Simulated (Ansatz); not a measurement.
The same molecule with X = Ti, Zr, Hf. Ansatz, PBE0-D4/def2-TZVP geometries, multiplicity 1.

Elements past krypton have def2 core potentials. Scalar relativity is left out up to krypton.

```
 X                   molecule  mean X–Cl bond length / Å  mean X–I bond length / Å  size of the dipole moment (PBE/def2-TZVPP) / D  HOMO energy (PBE0/def2-TZVPP) / eV  LUMO energy (PBE/def2-TZVPP) / eV
Ti  `[Cl][Ti]([Cl])([Cl])[I]`                      2.161                     2.530                                            0.55                               -8.38                              -4.48
Zr  `[Cl][Zr]([Cl])([Cl])[I]`                      2.313                     2.684                                            0.40                               -8.40                              -3.48
```

(1) Give the row for X = Hf, `[Cl][Hf]([Cl])([Cl])[I]`. (Estimate.)

Results:

(1) Computed: 
| X | molecule | mean X–Cl bond length / Å | mean X–I bond length / Å | size of the dipole moment (PBE/def2-TZVPP) / D | HOMO energy (PBE0/def2-TZVPP) / eV | LUMO energy (PBE/def2-TZVPP) / eV |
| --- | --- | --- | --- | --- | --- | --- |
| Hf | `[Cl][Hf]([Cl])([Cl])[I]` | 2.315 | 2.686 | 0.36 | -8.40 | -3.03 |

From Ti to Hf the mean X–Cl bond length rises at each step, by 0.154 Å in all; the mean X–I bond length rises at each step, by 0.156 Å in all; the HOMO energy (PBE0/def2-TZVPP) hardly changes; the LUMO energy (PBE/def2-TZVPP) rises at each step, by 1.45 eV in all. Dipoles are sizes alone, and their direction can turn along the series.

Spin–orbit coupling is left out; it splits and shifts lone-pair levels of the heavy atoms by tenths of an eV.
